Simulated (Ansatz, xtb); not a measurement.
C2H6BrFSi: which of two isomers lies lower

We compare a, `C[Si](C)(F)Br`, a singlet, with b, `C[Si@@H](F)CBr`, a singlet. Both are isolated molecules in the gas phase, relaxed with r2SCAN-D4/def2-SVP; each stands in its lowest conformer found.

Quicker runs give these differences E(b) − E(a): GFN2-xTB +118.4 kJ/mol; HF/STO-3G +163.7 kJ/mol (at GFN2-xTB geometries); r2SCAN-D4/def2-SVP//GFN2-xTB +174.8 kJ/mol.

Task: Estimate E(b) − E(a) at the level CCSD(T)/def2-SVP + ΔMP2/def2-TZVPP.

Result: Calculated at CCSD(T)/def2-SVP + ΔMP2/def2-TZVPP: E(b) − E(a) = +166.0 kJ/mol, so structure a lies lower.

Level by level:

```json
{"level": "GFN2-xTB", "geometry": "GFN2-xTB", "E(b) − E(a) (kJ/mol)": "+118.4", "departure from the last row (kJ/mol)": "−47.6", "job, with rough time for the two": "optimisation, 0.68 s"}
{"level": "HF/STO-3G", "geometry": "GFN2-xTB", "E(b) − E(a) (kJ/mol)": "+163.7", "departure from the last row (kJ/mol)": "−2.3", "job, with rough time for the two": "single point, 3.3 s"}
{"level": "r2SCAN-D4/def2-SVP//GFN2-xTB", "geometry": "GFN2-xTB", "E(b) − E(a) (kJ/mol)": "+174.8", "departure from the last row (kJ/mol)": "+8.8", "job, with rough time for the two": "single point, 12 s"}
{"level": "r2SCAN-D4/def2-SVP", "geometry": "r2SCAN-D4/def2-SVP", "E(b) − E(a) (kJ/mol)": "+174.8", "departure from the last row (kJ/mol)": "+8.8", "job, with rough time for the two": "optimisation, 63 s"}
{"level": "HF/def2-SVP", "geometry": "r2SCAN-D4/def2-SVP", "E(b) − E(a) (kJ/mol)": "+173.5", "departure from the last row (kJ/mol)": "+7.5", "job, with rough time for the two": "part of the CCSD(T) run"}
{"level": "MP2/def2-SVP", "geometry": "r2SCAN-D4/def2-SVP", "E(b) − E(a) (kJ/mol)": "+175.4", "departure from the last row (kJ/mol)": "+9.4", "job, with rough time for the two": "part of the CCSD(T) run"}
{"level": "CCSD(T)/def2-SVP", "geometry": "r2SCAN-D4/def2-SVP", "E(b) − E(a) (kJ/mol)": "+167.7", "departure from the last row (kJ/mol)": "+1.7", "job, with rough time for the two": "single point"}
{"level": "CCSD(T)/def2-SVP + ΔMP2/def2-TZVPP", "geometry": "r2SCAN-D4/def2-SVP", "E(b) − E(a) (kJ/mol)": "+166.0", "departure from the last row (kJ/mol)": "", "job, with rough time for the two": "single point, 2.5 min"}
```

As drawn, b has 1 C–Br, 1 Si–H in place of 1 Br–Si, 1 C–H.

The levels shown agree on the order. The largest departure from CCSD(T)/def2-SVP + ΔMP2/def2-TZVPP is that of GFN2-xTB, 47.6 kJ/mol. The last row adds to CCSD(T) the change of the MP2 difference between the two basis sets, here −1.7 kJ/mol.

With thermal terms from frequencies at re-optimised GFN2-xTB minima (ideal gas, soft modes damped towards free rotors, one conformer each, 298.15 K, 1 atm): on the last row, ΔE + ΔZPE = +159.0, ΔH = +158.1, ΔG = +159.6 kJ/mol.

The correlated steps freeze 17 core orbitals; the filled d shell of Br is correlated, in a basis made for valence electrons. Mirror images aren't counted in ΔG. Programs: Ansatz 0.2.0, xtb 6.7.1; the last row on 2 threads of Intel(R) Xeon(R) Processor @ 2.50GHz (Skylake/Cascade Lake) on a shared host.
